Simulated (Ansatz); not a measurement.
HOZn (SMILES [OH][Zn+]), charge +1, singlet, geometry from GFN2-xTB (such geometries of metal compounds can be far from the true shape); PBE/6-31G (Ansatz, a quantum-chemistry and plane-wave program).

Input for Ansatz:
Ansatz 0.2 input:
```yaml
crystal:
  periodic: [false, false, false]
  atoms:
    - {symbol: Zn, position_ang: [-0.27093353, -0.14930649, -0.25641287]}
    - {symbol: O, position_ang: [0.88638751, 0.38915537, 0.84414032]}
    - {symbol: H, position_ang: [1.03690579, 1.36595177, 0.93926352]}
basis:
  gaussian:
    orbitals: 6-31G
hamiltonian:
  xc: pbe
total_charge: 1
magnetization: {spin_polarized: true}
```

What the program printed (banner, timings and long lists left out):

```
Functional definition: PBE
399 factors; integrals over basis functions are off by at most 3.9e-4 eV
mean field evaluation 1: about -50425.9396 eV, gradient 8.5e1 eV
mean field evaluation 2: about -50201.7909 eV, gradient 1.5e2 eV
mean field evaluation 4: about -50450.9851 eV, gradient 2.4e1 eV
mean field evaluation 8: about -50454.7039 eV, gradient 3.0e-1 eV
mean field evaluation 16: about -50449.4439 eV, gradient 2.2e1 eV
mean field evaluation 32: about -50454.3191 eV, gradient 2.6e0 eV
mean field -50454.69701204 eV, -1854.1759157707 hartree, gradient 6.9e-5 eV, S^2 0.000000; 5 other end points of the search recorded, 0 dependent functions left out
reference -50454.69705068 eV, -1854.1759171906 hartree; 19, 19 occupied and 21, 21 virtual orbitals, 399 factors
Total energy: -50454.69705068 eV, -1854.1759171906 hartree
```
